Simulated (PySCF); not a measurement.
C$_{2}$H$_{7}$GaO, singlet, geometry from GFN2-xTB (such geometries of metal compounds can be far from the true shape). Base run: B3LYP/6-31G, polarisability in PySCF.

The PySCF input:
```python
from pyscf import gto, scf, dft
from pyscf.prop import polarizability

mol = gto.M(
    atom='''
Ga   -0.650932    0.948791   -0.042506
H    -1.058636    1.938873    1.056689
H    -1.060718    1.019438   -1.542030
O     0.341050   -0.258367    0.649121
C     1.115059   -1.433851    0.552384
C     1.116675   -1.993279   -0.864160
H     2.140156   -1.198182    0.863168
H     0.703235   -2.175495    1.247594
H     1.523186   -1.248672   -1.548795
H     1.718465   -2.897329   -0.914982
H     0.094406   -2.221440   -1.166275
''',
    basis='6-31g',
    charge=0,
    spin=0,
    verbose=4,
)

mf = dft.RKS(mol)
mf.xc = 'b3lyp'
mf.kernel()
alpha = mf.Polarizability().polarizability()[2, 2]
print('alpha_zz =', alpha)
```

Variants of this job, named by their change:

```csv
change,alpha_zz (bohr³),basis functions,core-seconds (rough)
base,47.06,68,20
basis = 6-31G*,48.02,88,20
finite field (a.u.) = 0.005; conv_tol = 1e-11,47.07,68,30
finite field (a.u.) = 0.001; conv_tol = 1e-6,47.44,68,20
finite field (a.u.) = 0.05; conv_tol = 1e-11,47.49,68,30
basis = STO-3G,24.27,40,10
basis = def2-SVP,50.50,109,40
finite field (a.u.) = 0.02; conv_tol = 1e-11,47.13,68,20
finite field (a.u.) = 0.001; conv_tol = 1e-11,47.06,68,10
finite field (a.u.) = 2e-4; conv_tol = 1e-6,49.32,68,8
functional = camb3lyp,46.35,68,30
finite field (a.u.) = 2e-4; conv_tol = 1e-11,47.06,68,10
```

Finite-field rows take the second difference of the energy in a field along z; a small field with loose convergence shows SCF noise divided by the square of the field, and a large one adds hyperpolarisability.
